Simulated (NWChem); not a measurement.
**Atomisation of C2H5S**

```
C
H 1 1.0933
C 1 1.4848 2 120.78
H 3 1.1006 1 110.71 2 32.38
H 3 1.1042 4 107.55 1 -122.41
H 3 1.1086 4 107.25 5 -114.37
S 1 1.7343 2 112.89 3 -160.86
H 7 1.3530 1 97.59 2 -172.19
```
Charge 0, spin multiplicity 2.

Program: NWChem. Structure: optimised with UPBE0/def2-SVP, a minimum by its harmonic frequencies. It is one conformer; others weren't searched.

Basis set: def2-TZVP. The atomisation energy is electronic alone: no zero-point, thermal, spin-orbit or counterpoise terms. No value is extrapolated to the basis-set limit. Free atoms are single determinants with multiplicities C 3, S 3, H 2. Correlated methods freeze the same cores in atoms and molecule, 7 orbitals in all.

Costs are rough ratios of processor time within this set of runs, SCF included, with B3LYP as 1. Costs are the molecule's.

B3LYP has NWChem's definition, with VWN1-RPA local correlation. GW and range-separated runs recompute their integrals, the others keep them in memory, which bears on the times. The structure started from a generated list of species. No SCF solution was tested for a lower state. Open-shell Hartree-Fock references start from PBE0 orbitals; any time given for them includes that run.

| method | atomisation energy (kcal/mol) | relative cost |
|---|---|---|
| B3LYP | 665.6 | 1 |
| BHandHLYP | [?] | under 3 |
| PBE0 | [?] | under 3 |
| LDA (SVWN5) | [?] | under 3 |
| PBE | 681.9 | under 3 |
| HF | 495.2 | under 3 |
| r2SCAN | 674.0 | under 3 |
| MP2 | 644.9 | 3 |
| LC-wPBE (omega 0.3 per bohr) | [?] | 10 |

What belongs in the gaps?


- BHandHLYP, atomisation energy (kcal/mol): 649.8
- PBE0, atomisation energy (kcal/mol): 672.5
- LDA (SVWN5), atomisation energy (kcal/mol): 765.4
- LC-wPBE (omega 0.3 per bohr), atomisation energy (kcal/mol): 673.1
